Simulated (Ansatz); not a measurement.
Ansatz (an electronic-structure program) input:

Ansatz 0.2 input:
```yaml
crystal:
  periodic: [false, false, false]
  atoms:
    - {symbol: Si, position_ang: [2.12171116, 0.34064704, 0.28368213]}
    - {symbol: C, position_ang: [0.24907573, -0.07486638, 0.06268153]}
    - {symbol: C, position_ang: [-0.62472353, -0.94042299, 0.67644033]}
    - {symbol: C, position_ang: [-1.94764773, -0.65043904, 0.21598410]}
    - {symbol: C, position_ang: [-1.82156466, 0.37814006, -0.66026003]}
    - {symbol: O, position_ang: [-0.51378614, 0.74420403, -0.76331726]}
    - {symbol: H, position_ang: [2.55095014, -0.04564707, -1.13819948]}
    - {symbol: H, position_ang: [2.45173872, -1.02142885, 0.90829644]}
    - {symbol: H, position_ang: [-0.33573843, -1.71193367, 1.37119847]}
    - {symbol: H, position_ang: [-2.86742304, -1.14507337, 0.48941630]}
    - {symbol: H, position_ang: [-2.52403356, 0.92692222, -1.26479891]}
basis:
  gaussian:
    orbitals: 6-31G*
hamiltonian:
  xc: {name: PBE0}
total_charge: -1
```

Predict the final energy.

-519.71046 Eh (PBE0/6-31G*).

It need not be the lowest isomer of its formula. Whether it binds its extra electron was not tested at this geometry.
